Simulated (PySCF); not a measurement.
Gas-phase reaction: 2 SnH3Cl + Cl2 → 2 SnCl2 + 3 H2

Energies from PySCF (xtb for GFN2), thermal terms from the rigid-rotor harmonic-oscillator model, ideal gas at 1 bar. † marks an energy on the PBE0/def2-TZVP geometry and frequencies; other levels use their own. MP2 and CCSD(T) freeze the core. All species are closed-shell singlets. Sn: scalar-relativistic def2 core potential, no spin-orbit coupling. SnH3Cl: computed as isolated molecules; such fragments, hydroxides, amides, oligomers or adducts are transient or little studied in the gas. MP2 isn't extrapolated to the basis-set limit; its ΔH°(298 K) is -371.9 kJ in def2-SVP and -414.8 kJ in def2-TZVPP. CCSD(T) isn't extrapolated to the basis-set limit; its ΔH°(298 K) is -359.4 kJ in def2-SVP and -366.6 kJ in def2-TZVPP. The harmonic model lacks anharmonicity and excited electronic states, which grow with temperature; levels with a mode under 35 cm⁻¹ are left out. Soft modes under 120 cm⁻¹ make the harmonic entropy rough for SnCl2.

| level | ΔE electronic, kJ | ΔH°(298 K), kJ | ΔS°(298 K), J/K | ΔG°(1800 K), kJ |
|---|---|---|---|---|
| BLYP/def2-TZVP† | -457 | -465 | 228 | -888 |
| CCSD(T)/def2-SVP† | -351 | -359 | 228 | -782 |
| GFN2-xTB | -509 | -515 | 229 | -929 |
| M06-2X/def2-TZVP† | -406 | -414 | 228 | -837 |
| MP2/def2-TZVPP† | -406 | -415 | 228 | -838 |
| PBE/def2-SVP | -401 | -407 | 229 | -827 |
| PBE0/def2-QZVP† | -367 | -375 | 228 | -798 |
| PBE0/def2-TZVP | -368 | -376 | 228 | -799 |
| LDA/def2-TZVP† | -322 | -330 | 228 | -753 |
| ωB97M-V/def2-TZVP† | -367 | -375 | 228 | -798 |
| ωB97X-V/def2-TZVP† | -348 | -357 | 228 | -780 |
ΔH° is lowest at GFN2-xTB and highest at LDA/def2-TZVP†. No reference value is set beside these.
